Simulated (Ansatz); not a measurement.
Worked example: CBr2Cl2 + C2H5ClSi → CBrCl3 + C2H5BrSi

Species: CBr2Cl2 (dibromodichloromethane) `ClC(Cl)(Br)Br`, singlet; C2H5ClSi `C=C[SiH2]Cl`, singlet; CBrCl3 (bromotrichloromethane) `ClC(Cl)(Cl)Br`, singlet; C2H5BrSi `C=C[SiH2]Br`, singlet. The partners trade Br for Cl: C–Br and Si–Cl bonds give way to C–Cl and Si–Br.

Shapes, held fixed at every level: PBE0-D4/def2-TZVP. Flexible molecules stand in one conformer, not always the lowest. Programs: Ansatz 0.2.0. The zero-point and thermal change to 298 K, harmonic and unscaled (PBE0-D4/def2-TZVP), is 0.0 kJ/mol.

At CCSD(T)/def2-TZVPP; 1 Eh = 2625.50 kJ/mol:

```
 species   energy (Eh)
 CBr2Cl2  -6102.872812
C2H5ClSi   -827.881609
  CBrCl3  -3989.893192
C2H5BrSi  -2940.858206
```

Question: Work out ΔH(298 K) of the reaction at this level.

Answer: 
1. Products less reactants: (-3989.893192) + (-2940.858206) − [(-6102.872812) + (-827.881609)] = 0.003023 Eh = +7.9 kJ/mol.
2. With the thermal change: +7.9 + (0.0) = +7.9 kJ/mol.

Other levels give +1.6 (SPW92/def2-TZVPP) to +10.1 kJ/mol (MP2/def2-TZVPP). No measured value is set beside it here. Relativity is left out for Br. Outer-core shells of Br are correlated in most correlated rows, in sets that cover them unevenly.
